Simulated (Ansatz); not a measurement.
Reading a saddle point

A first-order saddle point of C₂H₇Ga, closed shell, PBE0-D4/def2-TZVP, with one imaginary mode of 1595i cm⁻¹:

```tsv
atom	x (Å)	y (Å)	z (Å)
Ga1	-1.2454	0.1953	-0.0585
C2	0.8655	0.9186	0.2843
C3	-0.5356	-1.5147	-0.2444
H4	0.4519	-0.2906	-0.3041
H5	-2.0665	1.3812	-0.6360
H6	1.8675	0.5326	0.0673
H7	0.7669	1.8472	-0.2824
H8	0.8403	1.1286	1.3554
H9	0.0579	-1.8617	0.6031
H10	-1.0025	-2.3364	-0.7847
```

Computed with Ansatz 0.2.0 (basis: def2-TZVPP and def2-QZVPP); correlated methods freeze the cores. Filled d shells of the heavier atoms are correlated. The def2 sets are not built for correlating such inner shells, so the correlated values are less sure here. Extrapolation: Hartree–Fock as exp(−7.88 √X), correlation as X^−2.97.

Question: Which contacts change along the imaginary mode, and what lies on either side? (Judge from chemistry; the calculation decides.)

Answer: By the calculation: The step is C₂H₇Ga ([CH3][GaH][CH3]) → CH₃Ga ([CH2][GaH]) + CH₄, with the molecules in contact on both sides. Shortening one way: C2–H4; lengthening the same way: Ga1–C2, C3–H4.
```json
{"pair": "C2–H4", "one side (Å)": "3.67", "saddle (Å)": "1.41", "other side (Å)": "1.09"}
{"pair": "Ga1–C2", "one side (Å)": "1.97", "saddle (Å)": "2.26", "other side (Å)": "3.00"}
{"pair": "C3–H4", "one side (Å)": "1.09", "saddle (Å)": "1.57", "other side (Å)": "3.20"}
```

Question: Which side is lower, and how far does the saddle lie above each? (An estimate is asked for; the value comes from the calculation.)

Answer: The calculation gives: The side with Ga1–C2, C3–H4 short is lower by 207.3 kJ/mol; the saddle lies 338.5 kJ/mol above it and 131.1 kJ/mol above the other (CCSD(T) at an estimated basis limit (MP2 extrapolated from triple and quadruple zeta, plus CCSD(T) − MP2 in triple zeta); electronic energies).

The T1 diagnostic stays at or below 0.016. The restricted Hartree–Fock reference is unstable towards an unrestricted one at one or more of these structures. The start structure is not quite a true minimum (one mode of 26i cm⁻¹).

Labels in which every atom is bracketed show which atoms are joined, not bond orders.

For scale, one of the runs: CCSD(T)/def2-TZVPP, 208 basis functions, launched by `ansatz run in.yaml --threads 4 --pin off --events-out ev --progress --plain --max-ram 9574MiB`. Time: 66 s of wall clock on 4 CPU threads of an Arm Neoverse V2; the host was shared. Peak host memory: 2.8 GiB.
